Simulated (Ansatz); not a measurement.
Basis-set extrapolation for C3H7BSSi (`S=CCB1C[SiH2]1`) (PBE0-D4/def2-TZVP geometry, frozen core, Ansatz). Multiplicity 1, RHF reference.

```json
{"": "HF", "def2-TZVPP": "-828.807671", "def2-QZVPP": "-828.833955"}
{"": "MP2 correlation", "def2-TZVPP": "-0.884605", "def2-QZVPP": "-0.945343"}
{"": "CCSD(T) correlation", "def2-TZVPP": "-0.992153", "def2-QZVPP": "not run"}
```

Energies in hartree. Use E(X) = E(∞) + A·exp(−7.88·√X) for Hartree–Fock and E(X) = E(∞) + B·X^(−2.97) for correlation, with X = 3 and 4, and add CCSD(T) minus MP2 of the smaller set to the MP2 limit.

Task: What is the CCSD(T) energy at the basis-set limit?

Result: HF limit: -828.833955 + (-0.026284) × 0.13774 = -828.83758. MP2 limit: -0.945343 + (-0.060738) × 0.74074 = -0.99033. Higher-order term: -0.992153 − (-0.884605) = -0.10755. Total: -829.93546 hartree, 3.69 eV below CCSD(T)/def2-TZVPP.
